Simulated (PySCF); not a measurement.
An unknown shows these calculated signals:

¹H NMR (500 MHz, computed): δ 5.90 (m, 2H), 5.87 (m, 2H), 5.85 (m, 1H), 5.60 (m, 1H), 1.61 (br s, 1H).

¹³C{¹H} NMR (computed): δ 178.4 (C), 113.9 (CH2).

Isolated molecule, rapidly exchanging positions averaged, one computed conformer, non-relativistic Hamiltonian. GFN2-xTB geometry; PBE0/pcSseg-1 with gauge-including orbitals; PySCF.

Chemical shifts δ = σref − σ; ¹H and ¹³C vs TMS, all at this level.

**Question.** Which of these does the molecule contain: an amide, a (CH3)2CH unit, a non-aromatic C=C double bond, an OH group, a nitrile, a Si–H bond?

**Answer.** 
- An amide: no.
- A (CH3)2CH unit: no.
- A non-aromatic C=C double bond: yes.
- An OH group: yes (δH 1.61 (br s)).
- A nitrile: no.
- A Si–H bond: yes (δH 5.90 (m), 5.87 (m)).

The data belong to `C=C(F)[Si]1(O)[SiH2]O[SiH2]1`, C2H7FO2Si3; they needn't prove each group on their own.

Carbon signals by region: 1 in the far downfield region (above 160 ppm), 1 in the sp2 and nitrile region (100–160 ppm). Above 160 ppm: 178.4, fully substituted alkene carbon.

OH and NH positions are those of a molecule without intermolecular hydrogen bonds; in solution they move with solvent, concentration and temperature, and exchange usually removes their couplings. Splittings by ¹⁹F in the carbon and heteronuclear signals aren't shown, as no couplings were computed. Shifts are as computed. Against solution values, carbons near 30 ppm lie about +3 ppm off and those near 130 ppm about +5 ppm. Of 1211 compounds with measured shifts, 218 miss one by over three times the rms of a fit or turn the order of signals round; such compounds aren't used in these exercises. Multiplicities follow the n + 1 count of equivalent neighbours, as no J values were calculated; m marks all less simple cases, F and P coupling included.
